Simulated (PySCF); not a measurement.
# Tc (technetium, neutral) across methods

[Kr] 4d7, high-spin 4F determinant (an excited configuration). Calculation: PySCF 2.14, in x2c-TZVPPall; scalar relativity by spin-free X2C-1e. The B2PLYP total includes its PT2 part (frozen core); its orbital energies are those of the SCF part.

```tsv
method	E (hartree)	mean ε 4p β (eV)	mean ε 4d α (eV)	mean ε 4d β (eV)	Σ⟨r²⟩ (bohr²)	⟨S²⟩
UHF	-4282.91455	-47.929	-7.547	-5.240	48.65	3.766
PBE0	-4284.88	-41.316	-4.489	-2.994	49.85	3.757
r2SCAN0	-4285.18	-41.765	-4.610	-3.020	49.50	3.761
B2PLYP	-4284.66	-43.879	-5.564	-3.914	49.63	3.761
PBE	-4284.82	-38.835	-3.353	-2.040	50.92	3.756
LDA	-4280.32	-39.150	-3.523	-2.161	50.91	3.756
B97-3	-4284.91	-41.600	-4.441	-3.108	49.86	3.759
BHandHLYP	-4285.19	-43.816	-5.545	-4.022	49.47	3.760
r2SCAN	-4285.20	-39.463	-3.428	-2.014	50.23	3.761
```
